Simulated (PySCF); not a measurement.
The complex TiBr2 (charge 0) contains Ti(II), shell d2. The structure is a model geometry with rigid ligands and bond lengths from ionic radii, not a minimum; coordination linear, point group D∞h, metal–donor distances 2.48 Å.

Method (PySCF 2.14, density fitting): CASSCF(2,5) with orbitals averaged over all microstates of the shell, strongly contracted NEVPT2 on the averaged canonical orbitals; basis x2c-TZVPall on the metal, x2c-SVPall elsewhere; spin-free X2C; gas phase; spin-orbit coupling by state interaction with the mean-field operator over all roots.

CASSCF energies above the lowest CASSCF root:

| state | CASSCF / cm⁻¹ |
| --- | --- |
| 3Δg | 0 |
| 3Φg | 101 |
| 3Σg- | 1135 |
| 3Πg | 1863 |
| 1Σg+ | 7501 |
| 1Πg | 10053 |
| 1Γg | 10765 |
| 3Σg- | 11463 |
| 1Δg | 12183 |
| 3Πg | 14322 |
| 1Φg | 15970 |
| 1Πg | 18569 |
| 1Δg | 19356 |
| 1Σg+ | 19370 |
| 1Σg+ | 39778 |

Problem. How does dynamic correlation (SC-NEVPT2) move these states?

Solution. 
```tsv
state	NEVPT2 / cm⁻¹	shift / cm⁻¹
3Δg	0	0
3Φg	2693	+2592
3Σg-	3119	+1984
3Πg	3729	+1866
1Σg+	7028	-474
1Πg	10564	+512
1Γg	11009	+245
3Σg-	12026	+563
1Δg	10133	-2050
3Πg	13115	-1208
1Φg	16402	+433
1Πg	17409	-1160
1Δg	19902	+546
1Σg+	17036	-2334
1Σg+	34013	-5765
```
